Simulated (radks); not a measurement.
The numbers below are computed, except where a source is named.
Q: These are the eigenvalues of the occupied orbitals of an atom or ion with whole-number occupations (hartree). Level of theory: Dirac Kohn-Sham, LDA (Slater exchange, Perdew-Wang correlation), spin-unpolarised, spherical densities, point nucleus (a radial shooting solver on a logarithmic mesh with Libxc functionals).

orbital  eigenvalue
1s1/2     -1142.021
2s1/2     -259.9849
2p1/2     -253.3449
2p3/2     -244.7339

Which element is it, and in what charge state? The configuration may be excited. Open shells, if any, are shared by 2j + 1.

A: Z = 49, indium, charge +42: In42+ in [He] 2s2 2p3. The list shows which subshells hold electrons but not how many an open one holds; the 1s level, -1142 hartree, gives Z - s = 47.8 by -(Z - s)^2/2, which with screening and relativity narrows Z to a few neighbours, and the depths of the outer levels then fix element, charge and occupations together.
